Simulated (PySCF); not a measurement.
GePhMe3, C₉H₁₄Ge.
Structure used (PBE0-D3(BJ)/def2-SVP), in Å, numbered top down from 1:
```xyz
24
C9H14Ge angstrom
Ge     0.0030   -0.0201   -1.2822
C     -0.0023   -0.0092    0.6746
C      1.0375    0.5952    1.3948
C      1.0263    0.6260    2.7891
C     -0.0304    0.0479    3.4909
C     -1.0725   -0.5600    2.7923
C     -1.0549   -0.5868    1.3980
H      1.8784    1.0498    0.8622
H      1.8478    1.1018    3.3311
H     -0.0409    0.0692    4.5835
H     -1.9025   -1.0178    3.3368
H     -1.8797   -1.0729    0.8681
C      1.8520   -0.0097   -1.9178
H      1.8774   -0.1379   -3.0103
H      2.4278   -0.8267   -1.4585
H      2.3484    0.9425   -1.6775
C     -0.9245    1.5740   -1.9364
H     -1.9643    1.5870   -1.5769
H     -0.9358    1.5962   -3.0367
H     -0.4252    2.4847   -1.5739
C     -0.9187   -1.6212   -1.9235
H     -1.9752   -1.6211   -1.6160
H     -0.4430   -2.5312   -1.5291
H     -0.8865   -1.6601   -3.0227
```

Computed, not measured: PBE0-D3(BJ)/def2-SVP geometry optimisation, gas phase in PySCF 2.14.0.

Take the most abundant isotopes and a rigid rotor. The values belong to one conformer.

Problem. Give the principal moments of inertia and the rotational constants in MHz.

Solution. Ia = 260.81, Ib = 812.34, Ic = 901.27 u·Å²; 505379 MHz·u·Å²/I gives A = 1938, B = 622.1, C = 560.7 MHz.

Problem. What kind of rotor is it?

Solution. A near-prolate asymmetric top: κ = (2 × 622.1 − 1938 − 560.7)/(1938 − 560.7) = -0.91.

Problem. What does the inertial defect say?

Solution. Not planar: Δ = Ic − Ia − Ib = -171.87 u·Å². For a rigid frame Δ = −2 Σ m c², so Σ m c² = 85.94 u·Å² lies off the ab plane: 24.77 from hydrogen and 61.16 from heavier atoms. The atom farthest from that plane is 2.39 Å away.

Problem. List the rotational levels J(Ka,Kc) to J = 5 (MHz).

Solution. Above 0(0,0):
J = 1: 1(0,1) 1183, 1(1,1) 2499, 1(1,0) 2560
J = 2: 2(0,2) 3547, 2(1,2) 4803, 2(1,1) 4987, 2(2,1) 8934, 2(2,0) 8936
J = 3: 3(0,3) 7087, 3(1,3) 8258, 3(1,2) 8626, 3(2,2) 12483, 3(2,1) 12493, 3(3,1) 19215, 3(3,0) 19215
J = 4: 4(0,4) 11797, 4(1,4) 12863, 4(1,3) 13476, 4(2,3) 17212, 4(2,2) 17244, 4(3,2) 23951, 4(3,1) 23951, 4(4,1) 33372, 4(4,0) 33372
J = 5: 5(0,5) 17670, 5(1,5) 18615, 5(1,4) 19534, 5(2,4) 23122, 5(2,3) 23195, 5(3,3) 29872, 5(3,2) 29873, 5(4,2) 39291, 5(4,1) 39291, 5(5,1) 51403, 5(5,0) 51403
The levels of one J sum to (2J + 1)J(J + 1)(A + B + C)/3.

Problem. Which lines would a microwave search look for?

Solution. The dipole components are |μa| = 0.26 D, |μb| = 0.00 D, |μc| = 0.02 D. Intensities carry the squares of the components, which stand as 1.00 : 0.00 : 0.01 (a : b : c). Some lines, for components of 0.1 D or more:

```tsv
type	branch	J(Ka,Kc)	MHz	lower level (cm⁻¹)
a	Q	3(1,2) ← 3(1,3)	368	0.275
a	R	1(0,1) ← 0(0,0)	1183	0.000
a	R	2(1,2) ← 1(1,1)	2304	0.083
a	R	2(0,2) ← 1(0,1)	2364	0.039
a	R	2(1,1) ← 1(1,0)	2427	0.085
a	R	3(1,3) ← 2(1,2)	3455	0.160
a	R	3(0,3) ← 2(0,2)	3540	0.118
a	R	3(2,2) ← 2(2,1)	3549	0.298
a	R	3(2,1) ← 2(2,0)	3557	0.298
a	R	3(1,2) ← 2(1,1)	3639	0.166
```

No frequency check. No vibrational averaging or centrifugal distortion is included, and the geometry carries the error of its method. A rigid rotor knows nothing of internal rotation, which can split or shift real lines.
